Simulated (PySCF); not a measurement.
A GIAO shielding run with PySCF (density fitting, non-relativistic, gas phase) on `N#C[SiH2]S[SiH2]CC[SiH3]`, C3H11NSSi3:

```
$ OMP_NUM_THREADS=1 python probes_run.py task.json out

{"job": {"kind": "nmr", "xc": "PBE0", "basis": "pcSseg-1"}, "charge": 0, "multiplicity": 1}
N     -4.318956     1.531803     1.232929
C     -4.088065     0.624386     0.573010
Si    -3.647511    -0.835856    -0.503931
S     -1.549148    -1.194507    -0.324944
Si    -0.642804     0.722322    -0.784104
C      1.225848     0.408747    -0.782199
C      1.736619    -0.117686     0.561143
Si     3.610154    -0.445711     0.547263
H     -4.002203    -0.457601    -1.867041
H     -4.287262    -2.025382     0.027700
H     -1.149445     1.123789    -2.094903
H     -1.068029     1.650229     0.257513
H      1.741152     1.338166    -1.031210
H      1.480428    -0.305546    -1.568204
H      1.202866    -1.037657     0.806950
H      1.490574     0.599771     1.346683
H      4.309713     0.805117     0.238542
H      4.028643    -0.938686     1.859241
H      3.917623    -1.436448    -0.486738
```

Hardware: 1 thread of an Arm Neoverse N1, shared host. The job also computes population analyses, field gradients.

Problem. How large is the calculation?

Solution. 94 electrons, 219 basis functions and 1227 auxiliary functions.

Problem. How long does it take, and how much memory does it need?

Solution. 100 s of wall time, with 14 SCF cycles and 5 response iterations; peak memory 1 GiB. Times on a shared host scatter by some tens of per cent.
